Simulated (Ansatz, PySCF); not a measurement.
Conformers of C3H6O (SMILES C=CCO), B3LYP-D3(BJ)/def2-TZVP minima from an xTB search, which can miss the lowest.
Conformer 1 (charge 0, multiplicity 1):
```xyz
10

C      1.39715     0.69077     0.00461
C      0.37612     0.03509     0.54190
C     -0.64788    -0.71786    -0.24775
O     -1.97088    -0.23933    -0.00327
H      2.11409     1.22919     0.61110
H      1.55653     0.70422    -1.06820
H      0.22832     0.03917     1.61814
H     -0.40346    -0.67909    -1.31616
H     -0.66682    -1.76794     0.05212
H     -1.98317     0.70579    -0.19250
```

Frozen-core correlation. CBS(a, b) extrapolates the correlation energy as X⁻³ and adds the Hartree–Fock energy of set b. MP2 and its Hartree–Fock in cc-pVQZ are density fitted. Rows in 6-31G* carry no dispersion term and start afresh at each structure (6-31G* with six Cartesian d functions).

The values were computed with Ansatz (Gaussian basis) for Hartree–Fock, density functionals and correlated methods; PySCF for 6-31G* rows. Each number belongs to the level named beside it.

Electronic energies of 4 conformers above conformer 1 (kcal/mol):

```tsv
level	conformer 1	conformer 2	conformer 3	conformer 4
PBE/def2-TZVPP	0.00	0.05	1.03	1.47
B3LYP/6-31G*	0.00	-0.01	1.51	1.76
wB97M-V/def2-TZVPP	0.00	-0.17	0.66	1.42
MP2/CBS(cc-pVTZ, cc-pVQZ) + ΔCCSD(T)/cc-pVTZ	0.00	0.11	0.77	1.40
```

Task: Give Boltzmann populations at 298.15 K for each level, counting each conformer once and leaving out zero-point, thermal and symmetry terms.

Result: 
Weights exp(−E/RT) with RT = 0.5925 kcal/mol, divided by their sum:
- PBE/def2-TZVPP: 46 %, 42 %, 8 %, 4 %
- B3LYP/6-31G*: 47 %, 47 %, 4 %, 2 %
- wB97M-V/def2-TZVPP: 36 %, 49 %, 12 %, 3 %
- MP2/CBS(cc-pVTZ, cc-pVQZ) + ΔCCSD(T)/cc-pVTZ: 45 %, 38 %, 12 %, 4 %
The share of conformer 1 runs from 36 to 47 % over these levels.

Ansatz is a program for electronic structure.
